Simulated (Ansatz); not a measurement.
Born–Oppenheimer molecular dynamics of C$_{2}$H$_{13}$NOSi$_{3}$ (20 atoms, charge 0, multiplicity 1). It starts from a relaxed structure.

Level of theory: RKS B3LYP-D4/STO-3G in Ansatz.

```json
{"ensemble": "NVT, Langevin thermostat", "time step": "1 fs", "steps asked": "181", "set temperature": "1000 K", "friction": "0.05 /fs", "seed": "720330"}
```

First frame:

```xyz
20
Properties=species:S:1:pos:R:3
Si 0.045 -0.096 -0.098
Si 0.037 0.059 2.171
H -1.315 0.099 2.680
H 0.716 -1.051 2.797
H 0.698 1.273 2.589
O 1.579 0.049 -0.805
Si 2.557 -1.345 -0.790
H 2.216 -2.282 -1.842
H 3.905 -0.877 -1.027
H 2.530 -2.046 0.480
H -0.729 0.981 -0.694
N -0.553 -1.698 -0.590
C -1.477 -2.445 0.315
H -1.075 -2.448 1.343
H -2.509 -2.030 0.352
H -1.557 -3.496 -0.021
C -1.024 -1.786 -2.009
H -2.026 -1.333 -2.177
H -0.302 -1.271 -2.668
H -1.079 -2.845 -2.323
```

How far do the bonds stretch over the last three quarters of this one trajectory? (Pairs bonded in most of those frames.)


| bond | mean (Å) | spread (Å) | shortest | longest |
| --- | --- | --- | --- | --- |
| Si1–Si2 | 2.286 | 0.096 | 2.12 | 2.47 |
| Si1–O6 | 1.706 | 0.044 | 1.64 | 1.81 |
| Si1–H11 | 1.470 | 0.068 | 1.30 | 1.64 |
| Si1–N12 | 1.812 | 0.068 | 1.67 | 1.95 |
| Si2–H3 | 1.470 | 0.084 | 1.25 | 1.75 |
| Si2–H4 | 1.457 | 0.036 | 1.36 | 1.54 |
| Si2–H5 | 1.454 | 0.051 | 1.36 | 1.56 |
| O6–Si7 | 1.717 | 0.055 | 1.60 | 1.82 |
| Si7–H8 | 1.459 | 0.060 | 1.33 | 1.61 |
| Si7–H9 | 1.459 | 0.048 | 1.36 | 1.57 |
| Si7–H10 | 1.458 | 0.054 | 1.34 | 1.60 |
| N12–C13 | 1.525 | 0.065 | 1.42 | 1.66 |
| N12–C17 | 1.509 | 0.044 | 1.44 | 1.63 |
| C13–H14 | 1.122 | 0.064 | 0.99 | 1.27 |
| C13–H15 | 1.129 | 0.064 | 1.00 | 1.27 |
| C13–H16 | 1.116 | 0.038 | 1.03 | 1.22 |
| C17–H18 | 1.117 | 0.046 | 1.00 | 1.21 |
| C17–H19 | 1.121 | 0.052 | 1.01 | 1.24 |
| C17–H20 | 1.120 | 0.045 | 1.02 | 1.23 |

Pairs bonded in part of these frames only: Si1–Si7 11 %.

Mean temperature of the second half: 932 K. A run of 0.18 ps of so small a system gives no equilibrium averages. Limits of this set-up: minimal basis.

Time of the run: 21 min on 1 thread of Arm Neoverse V1, with other jobs on the host, peak memory 0.18 GiB.
